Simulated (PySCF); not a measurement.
Sb2: from constants to spectrum

PBE0 constants of Sb2, ¹Σg⁺ (singlet), closed shell (PySCF, scalar-relativistic core potentials, basis sets Sb cc-pVTZ-PP with ECP28; masses 120.9038 and 120.9038 u):

- ωe: 299.3 cm⁻¹
- ωexe: 0.402 cm⁻¹
- Be: 0.045789 cm⁻¹
- αe: 8.76e-05 cm⁻¹
- D (centrifugal): 4.29e-09 cm⁻¹
- De to Sb + Sb: 2.69 eV

Estimate the standard entropy (1 bar) and heat capacity of the ideal gas at 298.15 K, rigid rotor with B0 and harmonic oscillator at the fundamental.

Translation (Sackur–Tetrode, M = 241.81 u): 177.3 J/(mol K). Rotation: q = kT/(σB0) = 2260 with σ = 2, 72.5. Vibration: x = hcν0/kT = 1.44, 5.96. S° = 255.8 J/(mol K); Cp = 7R/2 + 7.01 = 36.1 J/(mol K).

Closed-shell solutions of metal pairs were not tested for spin polarisation, which can lower them a little. These are scalar-relativistic numbers at best; spin–orbit coupling would shift them, the dissociation energy most.
